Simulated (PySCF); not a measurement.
C₂H₅BCl₂, SMILES CCB(Cl)Cl. Geometry: PBE-D3(BJ)/def2-SVP. One conformer was computed; it need not be the lowest.

Give the equilibrium geometry at PBE-D3(BJ)/def2-SVP (PySCF confirms it by a frequency run) as a Z-matrix, and its point group. (The exact figures need the calculation; the answer reports its results.)

One answer among several that fit: point group Cs.
```
C
H 1 1.1154
H 1 1.1154 2 102.97
C 1 1.5309 2 111.16 3 119.10
H 4 1.1083 1 111.63 2 -57.04
H 4 1.1085 5 107.70 1 -122.57
H 4 1.1085 5 107.70 6 -114.86
B 1 1.5684 2 106.25 3 -111.48
Cl 8 1.7649 1 122.18 2 -125.41
Cl 8 1.7678 1 120.26 2 54.59
```
